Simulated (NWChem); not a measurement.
System: C4H5Cl; SMILES C=C=C(C)Cl

Here is an NWChem input.

```
start job
memory heap 200 mb stack 900 mb global 1100 mb
geometry units angstroms noautoz
  C      0.632613    -2.403340     0.000000
  C      0.155282    -1.186512     0.000000
  C     -0.338377     0.022253     0.000000
  C     -1.792803     0.398736     0.000000
  Cl     0.778758     1.411246     0.000000
  H      0.843287    -2.935241     0.926876
  H      0.843287    -2.935241    -0.926876
  H     -2.036809     0.997427    -0.885226
  H     -2.036809     0.997427     0.885226
  H     -2.412958    -0.502252     0.000000
end
basis spherical
  * library aug-cc-pvdz
end
dft
  xc xtpss03 ctpss03
  iterations 150
  mulliken
end
task dft energy
```

Structure relaxed at the B3LYP/6-31G* (spherical d) level.

Problem. Predict the main results of this run. (TPSS/aug-cc-pVDZ.) Quantities: basis functions; energy (Ha); highest occupied level (eV); orbital gap (eV); dipole (D).

Solution. 
```
Quantity                       Value
---------------------------  -------
number of basis functions        164
energy (Ha)                  -615.65
highest occupied level (eV)    -6.06
orbital gap (eV)                4.41
dipole (D)                      1.91
```
